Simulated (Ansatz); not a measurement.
`BC(B)O[SiH3]` + H₂ → `BCB` + `O[SiH3]`  (hydrogenolysis of a C–O bond)

Calculated with Ansatz (gas phase, PBE0-D4/def2-TZVP geometries, no zero-point term in ΔE). CCSD(T)/CBS adds triple-zeta CCSD(T) − MP2 to the extrapolated MP2 energy (def2 sets, frozen cores). This one scheme is used for every species. DFT in def2-TZVPP. B3LYP here is the variant with VWN-RPA as its local correlation; programs differ in this. Each species was taken in one conformer, which may not be the lowest.

| level | ΔE (kJ/mol) | difference from CCSD(T)/CBS |
| --- | --- | --- |
| PBE-D4 | -109.9 | 12.6 |
| r2SCAN-D4 | -115.5 | 7.0 |
| PBE0-D4 | -118.3 | 4.2 |
| B3LYP-D4 | -112.9 | 9.6 |
| ωB97X-V | -116.4 | 6.1 |
| ωB97M-V | -117.8 | 4.7 |
| B2PLYP | -125.0 | -2.5 |
| PBE | -118.2 | 4.3 |
| r2SCAN | -117.9 | 4.6 |
| PBE0 | -125.7 | -3.2 |
| B3LYP | -126.1 | -3.6 |
| HF/def2-TZVPP | -140.4 | -17.9 |
| MP2/def2-TZVPP | -124.5 | -2.0 |
| SCS-MP2/def2-TZVPP | -125.1 | -2.6 |
| CCSD/def2-TZVPP | -126.8 | -4.3 |
| CCSD(T)/def2-TZVPP | -121.7 | 0.8 |
| HF/def2-QZVPP | -140.4 | -17.9 |
| MP2/def2-QZVPP | -124.9 | -2.4 |
| SCS-MP2/def2-QZVPP | -125.8 | -3.3 |
| HF/CBS(def2) | -140.4 | -17.9 |
| MP2/CBS(def2) | -125.2 | -2.7 |
| CCSD/CBS(def2) | -127.5 | -5.0 |
| CCSD(T)/CBS | -122.5 | 0 |

Largest T1 diagnostic among the species: 0.013.

In def2-TZVPP, CCSD(T) changes the Hartree–Fock value by +18.7 kJ/mol (the triples alone add +5.1 kJ/mol) and MP2 by +15.9 kJ/mol. From PBE to PBE0 (25 % exact exchange), in def2-TZVPP and without D4, ΔE moves by −7.5 kJ/mol. The D4 term adds +13.2 kJ/mol with B3LYP and +7.4 kJ/mol with PBE0; it sums over pairs of atoms, weighted by their polarisabilities, and B3LYP, whose exchange is more repulsive, gets the larger term.
